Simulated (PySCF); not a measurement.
Method: PySCF 2.14.0, delta-SCF UKS SCAN, pcX-2 on the ionised atom, pcseg-1 elsewhere, spin-free X2C. Geometries: PBE0-D3(BJ)/def2-SVP; isolated species, one conformer each. Values against the vacuum level.

(1) Order these sites by rising C 1s binding energy.
A. C1 in `[CH3:1][N:2]1[CH:3]=[CH:4][N:5]([CH3:6])[P:7]1(=[NH:8])[PH2:9]`
B. C3 in `[SiH3:1][O:2][C@H:3]1[CH2:4][S:5]1`
C. C7 in `[CH3:1][O:2][SiH:3]([O:4][CH3:5])[C:6]([CH3:7])=[O:8]`
D. C1 in `[CH3:1][O:2][CH2:3][SiH:4]1[O:5][CH2:6][CH2:7][O:8]1`

Answers

(1) C (290.89 eV), A (291.85 eV), D (292.19 eV), B (293.23 eV).

The highest is bonded to O, S, C and H, the lowest to C and 3 H; the range is 2.34 eV.
